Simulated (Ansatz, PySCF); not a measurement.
This singlet lies 1.90 eV below the relaxed triplet at the level frozen-core CCSD(T)/cc-pVTZ // B3LYP-D3(BJ)/def2-TZVP (Ansatz, an electronic-structure program).

B3LYP has the VWN-RPA correlation part, as in Gaussian. 

```xyz
8

C      1.1945    -0.0208     0.1611
Si    -0.1169     0.3625    -1.1783
N     -1.5342     0.0416    -0.2677
H      1.7886     0.8803     0.3498
H      1.8986    -0.7681    -0.2197
H      0.7962    -0.3761     1.1154
H     -1.5669    -0.2639     0.6958
H     -2.4566     0.1453    -0.6629
```

Charge 0, multiplicity 1.

Question: Give the Mulliken and meta-Löwdin atomic charges from B3LYP-D3(BJ)/def2-TZVP (PySCF).

Answer: 
```
atom  Mulliken (e)  meta-Löwdin (e)
----  ------------  ---------------
C1           -0.46            -0.59
Si2           0.23             0.42
N3           -0.53            -0.64
H4            0.11             0.12
H5            0.11             0.12
H6            0.09             0.10
H7            0.22             0.22
H8            0.23             0.24
```
